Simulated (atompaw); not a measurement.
**Scattering properties, PAW (atompaw) potential for scandium**

* Element: scandium (Sc)
* Generator: atompaw 4.2.0.5
* Type: PAW
* Functional: PBE
* Relativity: scalar-relativistic
* Frozen core: [Ar]
* Valence charge: 3
* Reference configuration: 3d1 4s1.5 4p0.5
* Partial waves: 4s (bound): rc 3.00 bohr; 4s channel at 3.05 Ry: rc 3.00 bohr; 4p (bound): rc 3.00 bohr; 4p channel at 0.85 Ry: rc 3.00 bohr; 3d (bound): rc 1.85 bohr; 3d channel at 2.05 Ry: rc 3.00 bohr
* Local potential: troulliermartins scheme with l = 3 at 0 Ry, radius 2.10 bohr
* Core correction: smooth core density matched at 2.75 bohr
* Augmentation charge: besselshape compensation charge, radius 2.30 bohr; PAW radius 3.00 bohr; waves and projectors: custom rrkj vanderbiltortho

The phase is arctan(r·u′/u) with u = r·R(r), unwrapped; energies in Ry, scanned from -2 to 5 Ry. A pole is an energy at which the radial function vanishes at the test radius. The pseudo phase is shifted by a multiple of π to meet the all-electron one at the reference energy, and phase errors are pseudo minus all-electron; the curves can meet again beyond the range given. Levels narrower than the energy grid can be missing from the lists of poles.

| channel | radius (bohr) | reference energy (Ry) | poles, all-electron | poles, pseudo | unbroken range about the reference energy with phases within 0.05 rad | phase error 1 Ry above the reference energy (rad) |
| --- | --- | --- | --- | --- | --- | --- |
| s | 3.01 | -0.33 | 1.41 | 1.40 | below 4.0 | -0.002 |
| p | 3.01 | -0.13 | 2.17 | 0.15, 2.23 | below 0.1 | -3.142 |
| d | 3.01 | -0.28 | -0.08, 3.39 | -0.07, 3.44 | below 4.8 | +0.005 |

Note: ghost state, extra bound levels that the all-electron valence spectrum of the same l lacks: s at -30.7 eV. A true bound ghost makes a file unfit for plane-wave use.

Phases in the s channel:

| E (Ry) | all-electron | pseudo |
| --- | --- | --- |
| -2.00 | 1.280 | 1.278 |
| -1.52 | 1.210 | 1.208 |
| -1.04 | 1.068 | 1.067 |
| -0.56 | 0.642 | 0.642 |
| -0.08 | -0.660 | -0.661 |
| 0.40 | -1.283 | -1.284 |
| 0.88 | -1.470 | -1.472 |
| 1.36 | -1.563 | -1.565 |
| 1.84 | -1.628 | -1.629 |
| 2.32 | -1.687 | -1.688 |
| 2.80 | -1.757 | -1.758 |
| 3.28 | -1.867 | -1.867 |
| 3.76 | -2.117 | -2.126 |
| 4.24 | -3.039 | -3.155 |
| 4.72 | -4.134 | -4.214 |
